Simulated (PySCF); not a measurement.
**Computed data sheet: `CC/C=C\C#CCC(F)(F)F`**

C₈H₉F₃.
Structure used (PBE0-D3(BJ)/def2-SVP), in Å, numbered top down from 1:
```xyz
20
C8H9F3 angstrom
C     -2.7177    0.8354    0.5811
C     -1.8668    0.6108   -0.6670
C     -1.8828   -0.8100   -1.1226
C     -0.8238   -1.6413   -1.1428
C      0.4839   -1.2607   -0.7336
C      1.5907   -0.9155   -0.3716
C      2.8872   -0.4443    0.0801
C      2.7832    0.7244    1.0413
F      2.1625    1.7649    0.4827
F      4.0028    1.1286    1.4063
F      2.1157    0.4010    2.1475
H     -2.7175    1.8968    0.8710
H     -2.3297    0.2524    1.4300
H     -3.7643    0.5328    0.4177
H     -2.2499    1.2472   -1.4850
H     -0.8291    0.9275   -0.4782
H     -2.8494   -1.2152   -1.4450
H     -0.9549   -2.6737   -1.4839
H      3.4484   -1.2410    0.5943
H      3.5057   -0.1077   -0.7683
```

Structural features include: alkyne, C=C double bond, CF3 group and C–F bond.

From PBE0-D3(BJ)/def2-SVP geometry optimisation, gas phase (PySCF):

```yaml
Point_group: C1
Rotational_constants_A_B_C: 1.860, 0.521, 0.449 GHz
```

From CAM-B3LYP/def2-SVPD ground state and vertical TDDFT (core frozen in the response) (PySCF):

```yaml
Dipole_moment: 1.76 D
HOMO_energy: -8.10 eV
LUMO_energy: 0.22 eV
HOMO–LUMO_gap: 8.32 eV
Lowest_singlet_excitation: 5.49 eV (226 nm, f = 0.255)
Strongest_line_among_the_10_lowest_singlet_transitions: S1 at 5.49 eV (226 nm, f = 0.255)
Lowest_triplet_excitation_Tamm–Dancoff: 3.41 eV
Static_isotropic_polarisability: 102.5 au
Electronic_spatial_extent_⟨r²⟩_about_the_centre_of_nuclear_charge: 2424 bohr²
```

PBE0/pcSseg-1 ground state and GIAO shieldings, non-relativistic (PySCF):

```yaml
Lowest_Hirshfeld_atomic_charge: -0.11 e on C1
Highest_Hirshfeld_atomic_charge: +0.26 e on C8
13C_chemical_shifts_computed_TMS_as_zero_by_class: 159.6 (C3), 129.7 (C8), 114.5 (C4), 91.8 (C6), 87.6 (C5), 29.2 (C7), 27.8 (C2), 15.3 (C1) ppm
1H_chemical_shifts_computed_TMS_as_zero_by_class: 6.18 (H17), 5.50 (H18), 3.00 (H19/H20), 2.39 (H15/H16), 1.03 (H12/H13/H14) ppm
Isotropic_shieldings_of_nuclei_other_than_C_and_H_by_class: 258 (F9/F10/F11) ppm
Mayer_bond_orders_between_heavy_atoms: C1–C2 1.04, C2–C3 1.04, C3–C4 1.86, C4–C5 1.16, C5–C6 2.37, C6–C7 1.10, C7–C8 1.04, C8–F9 1.01, C8–F10 1.00, C8–F11 1.02
```

B3LYP/pcJ-1 indirect spin-spin coupling, non-relativistic, gas phase; spin–dipole term left out for some pairs (PySCF):

```yaml
Largest_of_the_computed_one-bond_spin–spin_couplings_means_over_like_bonds: 19F–13C -343.4 (F9–C8 and 2 like it), 13C–1H +173.7 (C4–H18), 13C–1H +163.0 (C3–H17), 13C–1H +139.6 (C7–H19 and 1 like it), 13C–1H +134.0 (C1–H12 and 2 like it), 13C–1H +133.6 (C2–H15 and 1 like it) Hz
```

Monoisotopic mass (most abundant isotopes): 162.0656 u.

S1 lies 2.83 eV below the HOMO–LUMO gap; its leading configuration is HOMO→LUMO, weight 0.66. No computed singlet falls in the visible range (750 to 380 nm, 1.65 to 3.26 eV); S1 lies 2.23 eV above its blue end. The polarisability is 15.19 Å³ as a volume (1 au = 0.148185 Å³), or 1.22 au for each of the 84 electrons. The principal polarisabilities are 74.3, 93.6 and 139.6 au; their mean is the isotropic value.

One conformer (not necessarily the lowest) at the PBE0-D3(BJ)/def2-SVP geometry, without solvent or vibrations. NMR classes are plain means over equivalent atoms (diastereotopic ones count apart unless rotation or inversion swaps them), as if these changed places fast; in this geometry the members of some classes differ.
